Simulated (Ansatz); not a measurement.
FeCl₂⁻. The state is a doublet with charge -1. Geometry r2SCAN-D4/def2-TZVP, that of the neutral singlet; atoms count from 1.

```tsv
atom	x (Å)	y (Å)	z (Å)
Fe1	0.000	-0.001	-0.001
Cl2	0.784	0.884	-1.686
Cl3	-0.783	-0.882	1.687
```

The charge -1 doublet is spin-contaminated (final ⟨S²⟩ up to 1.76, 0.75 for a pure state). The structure comes from a short search, and lower isomers may exist.

**Question.** Estimate the Mulliken populations from the PBE0/def2-TZVPD orbitals of Ansatz.

**Answer.** 
| atom | charge (e) | spin (α − β) | d electrons |
| --- | --- | --- | --- |
| Fe1 | -0.04 | 0.97 | 6.70 |
| Cl2 | -0.48 | 0.01 | – |
| Cl3 | -0.48 | 0.01 | – |
Mulliken values depend strongly on the basis. With diffuse functions, as here, like atoms can get unlike values, and bond orders can come out too low or too high.

**Question.** Where does the spin sit?

**Answer.** Summed by element: Fe 0.97, Cl 0.03, of 1 unpaired in all. Largest on single atoms: Fe1 0.97, Cl3 0.01, Cl2 0.01.

**Question.** And the Mayer bond orders between heavy atoms (over 0.3)?

**Answer.** Fe1–Cl2 0.83 (2.06 Å); Fe1–Cl3 0.83 (2.06 Å).
